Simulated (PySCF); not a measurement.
**[Pr(NH2)4]− at several levels of theory**

Computed with PySCF 2.14.0 (density fitting, no spin-orbit coupling) at the geometry relaxed with PBE0:

```xyz
13
[Pr(NH2)4]− (singlet in the valence; each metal's 4f electrons, 2 of them, lie in its core potential, out of spins and levels)
Pr    0.0002    0.0000    0.0000
N     1.4139    1.3813    1.2752
H     2.2806    1.0493    1.7047
H     1.3874    2.3836    1.4675
N    -1.4136   -1.2754    1.3812
H    -1.3888   -1.4672    2.3832
H    -2.2796   -1.7052    1.0482
N     1.4139   -1.3813   -1.2752
H     1.3874   -2.3836   -1.4675
H     2.2806   -1.0493   -1.7047
N    -1.4136    1.2754   -1.3812
H    -2.2796    1.7052   -1.0482
H    -1.3888    1.4672   -2.3832
```

| level | basis | state | HOMO (eV) | gap (eV) | charge on Pr1 (e) | population of f-type functions on Pr1 (polarisation alone where 4f lies in the core) | dipole about the centre of mass (D) | largest force component (eV/Å) |
| --- | --- | --- | --- | --- | --- | --- | --- | --- |
| PBE0 | Pr lcecp-1-SVP with ECP48, N def2-SVP, H def2-SVP | singlet | -1.13 | 4.72 | 0.70 | 0.07 | 0.00 | 0.02 |
| PBE0 | Pr lcecp-1-TZVP with ECP48, N def2-TZVP, H def2-TZVP | singlet | -1.45 | 4.86 | 1.47 | 0.09 | 0.00 | 0.32 |

In the lcecp rows the 4f levels are missing from HOMO and gap, and the state counts the valence alone.

Charges are Mulliken's, which hang on the basis. The relaxation used the grid (50, 194), these runs (75, 302) or, all-electron (x2c bases, spin-free X2C Hamiltonian), (99, 590).

**Question.** A further run in the first row's basis gives HOMO (eV) -4.57, gap (eV) 9.77, charge on Pr1 (e) 1.26, population of f-type functions on Pr1 (polarisation alone where 4f lies in the core) 0.07, dipole about the centre of mass (D) 0.00, largest force component (eV/Å) 0.77. Which level was it?
A. wB97X
B. HF

**Answer.** B. The others give HOMO -3.62 eV (wB97X).

In the first row's basis the gap widens with exact exchange: 4.7 eV for PBE0 (a fixed share); 8.6 to 9.8 eV for wB97X, Hartree–Fock (rising or full at long range).

An lcecp potential fixes the number of 4f electrons, so in runs with it no electron can move into or out of that shell.
